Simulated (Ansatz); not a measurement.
Mulliken charges of `[Li][I]` from PBE/def2-TZVPP in Ansatz (PBE0-D4/def2-TZVP geometry).

```tsv
atom	x (Å)	y (Å)	z (Å)	charge (e)
Li1	0.000	0.000	0.002	0.624
I2	0.000	0.000	2.390	-0.624
```

Problem. By hand: the dipole of these point charges (1 e Å = 4.8032 D).

Solution. Σ q r = (0.000, 0.000, -1.490) e Å, of length 1.490 e Å = 7.16 D.

Problem. How does the dipole of the full density compare? (Estimate.)

Solution. Computed: (0.000, 0.000, -1.454) e Å, 6.98 D; the point charges give 1.03 times that, at 0° from its direction.

Point charges leave out the atoms' own dipoles, such as those of lone pairs, and Mulliken's split depends on the basis, so the close match here is no proof of good charges.
